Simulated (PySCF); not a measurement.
Si(All)(H)2(OH) (C3H8OSi), SMILES C=CC[SiH2]O. Atoms are numbered in the order given.

```xyz
13

Si     0.6711     0.4651     0.9699
O      2.0067     0.0174     0.0755
C     -0.8352    -0.5857     0.5215
C     -0.9877    -0.6533    -0.9624
C     -1.7987     0.1067    -1.7044
H      1.0518     0.2677     2.3967
H      0.3168     1.8996     0.7240
H      1.9607     0.2104    -0.8655
H     -0.7016    -1.5917     0.9528
H     -1.7196    -0.1302     0.9988
H     -0.3308    -1.3684    -1.4746
H     -1.8214     0.0184    -2.7935
H     -2.4755     0.8373    -1.2492
```

The structure is a stationary point at PBE0-D3(BJ)/def2-SVP. One conformer was computed; it need not be the lowest.

All values below come from PBE/def2-TZVP in PySCF.

Isolated molecule, no solvent.

Computed frontier levels, gap, dipole moment and polarisability:
```json
{
  "highest_occupied_level": "-6.06 eV",
  "lowest_empty_level": "-1.11 eV",
  "orbital_gap": "4.95 eV",
  "dipole_moment": "1.14 D",
  "quadrupole, principal values (traceless, Buckingham form, about the centre of nuclear charge)": "-6.99, 0.17, 6.82 D·Å",
  "mean_static_polarisability": "68.3 bohr³ (10.12 Å³)",
  "polarisability_principal_values": "57.7, 61.3, 86.0 bohr³"
}
```
